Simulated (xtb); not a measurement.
CH7FOSi2, SMILES OC[SiH2][SiH2]F. All values are semi-empirical tight-binding results from xtb (GFN2-xTB unless named), good for trends rather than for accurate numbers. The structure is a stationary point at GFN2-xTB. This is a generated structure with no PubChem entry under its InChIKey; it may be hypothetical. The values are those of a single conformer.

Optimised geometry:

Bonded distances (Å): O1–C2 1.427, O1–H6 0.962, C2–Si3 1.913, C2–H7 1.091, C2–H8 1.095, Si3–Si4 2.306, Si3–H9 1.470, Si3–H10 1.477, Si4–F5 1.619, Si4–H11 1.461, Si4–H12 1.461. Bond angles (°): C2–O1–H6 108.2, O1–C2–Si3 108.9, O1–C2–H7 105.2, O1–C2–H8 110.2, Si3–C2–H7 111.8, Si3–C2–H8 113.5, H7–C2–H8 106.9, C2–Si3–Si4 106.3, C2–Si3–H9 107.7, C2–Si3–H10 105.4, Si4–Si3–H9 117.6, Si4–Si3–H10 113.2, H9–Si3–H10 105.8, Si3–Si4–F5 106.0, Si3–Si4–H11 116.8, Si3–Si4–H12 117.3, F5–Si4–H11 102.6, F5–Si4–H12 102.3, H11–Si4–H12 109.6.
Charge 0, spin multiplicity 1.

Q: Estimate the properties. (The exact figures need the calculation; the answer reports its results.)

A: 
```yaml
orbital_gap: 4.33 eV
dipole_moment: 1.71 D
zero_point_energy: 47.5 kcal/mol
G − E(el) at 298.15 K (modified RRHO): 26.6 kcal/mol
static polarisability (D4 model): 76.9 bohr³
solvation energy, GFN2-xTB/ALPB(water): -3.9 kcal/mol
solvation energy, GFN2-xTB/ALPB(chcl3): -5.0 kcal/mol
```

Q: Give the atomic charges and the Wiberg bond orders between heavy atoms. (An estimate is asked for; the answer gives what the named calculation found.)

A: charges (e) O1 -0.46, C2 -0.04, Si3 0.38, Si4 0.47, F5 -0.31, H6 0.28, H7 0.02, H8 0.00, H9 -0.09, H10 -0.09, H11 -0.08, H12 -0.08. Bond orders O1–C2 0.99, C2–Si3 0.86, Si3–Si4 0.83, Si4–F5 1.08.
